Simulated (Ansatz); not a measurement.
Start from `[CH3][Mg-]1[O]C(C(F)(F)F)=CC(C(F)(F)F)=[O+]1` and change one atom or group to get `[CH3][Zn-]1[O]C(C(F)(F)F)=CC(C(F)(F)F)=[O+]1`.

Ansatz, PBE0-D4/def2-TZVP geometries, multiplicity 1. 

Scalar relativity is left out up to krypton.

| property | `[CH3][Mg-]1[O]C(C(F)(F)F)=CC(C(F)(F)F)=[O+]1` |
| --- | --- |
| HOMO energy (PBE0/def2-TZVPP) / eV | -7.11 |
| HOMO–LUMO gap (B3LYP/def2-TZVPP) / eV | 3.62 |
| HOMO energy (B3LYP/def2-TZVPP) / eV | -6.90 |
| LUMO energy (ωB97M-V/def2-TZVPP) / eV | -0.96 |
| LUMO energy (B3LYP/def2-TZVPP) / eV | -3.28 |
| HOMO energy (PBE/def2-TZVPP) / eV | -5.93 |

Problem. Give the same properties after the change, and the shifts. (Best estimate.)

Solution. Ansatz gave: 
```json
{"property": "HOMO energy (PBE0/def2-TZVPP) / eV", "`[CH3][Zn-]1[O]C(C(F)(F)F)=CC(C(F)(F)F)=[O+]1`": "-8.19", "shift": "-1.08"}
{"property": "HOMO–LUMO gap (B3LYP/def2-TZVPP) / eV", "`[CH3][Zn-]1[O]C(C(F)(F)F)=CC(C(F)(F)F)=[O+]1`": "4.87", "shift": "1.25"}
{"property": "HOMO energy (B3LYP/def2-TZVPP) / eV", "`[CH3][Zn-]1[O]C(C(F)(F)F)=CC(C(F)(F)F)=[O+]1`": "-8.00", "shift": "-1.10"}
{"property": "LUMO energy (ωB97M-V/def2-TZVPP) / eV", "`[CH3][Zn-]1[O]C(C(F)(F)F)=CC(C(F)(F)F)=[O+]1`": "-0.81", "shift": "0.15"}
{"property": "LUMO energy (B3LYP/def2-TZVPP) / eV", "`[CH3][Zn-]1[O]C(C(F)(F)F)=CC(C(F)(F)F)=[O+]1`": "-3.12", "shift": "0.16"}
{"property": "HOMO energy (PBE/def2-TZVPP) / eV", "`[CH3][Zn-]1[O]C(C(F)(F)F)=CC(C(F)(F)F)=[O+]1`": "-7.04", "shift": "-1.11"}
```

With PBE0 the HOMO falls by 1.08 eV and the LUMO rises by 0.15 eV, so the gap widens by about 1.23 eV. PBE moves the HOMO by -1.11 eV and ωB97M-V by -0.91 eV.

B3LYP here is the variant with VWN-RPA as its local correlation; programs differ in this.
